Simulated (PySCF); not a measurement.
# Correlation energy of Zr⁺ (zirconium, charge +1)

[Kr] 4d2 5s1, high-spin 4F determinant. Computed with PySCF 2.14 in x2c-QZVPPall, with scalar relativity by spin-free X2C-1e. Frozen: [Kr]; 3 electrons correlated.

MP2 pair energies summed by pair of shells (mhartree):

```tsv
pair	energy	share (%)
4d-5s	-8.61	68.2
4d-4d	-4.02	31.8
```

Total MP2 correlation energy: -12.62 mhartree.

Same-spin part -12.62 and opposite-spin part 0.00 mhartree; SCS-MP2 scales them by 1/3 and 6/5 to -4.21 mhartree.
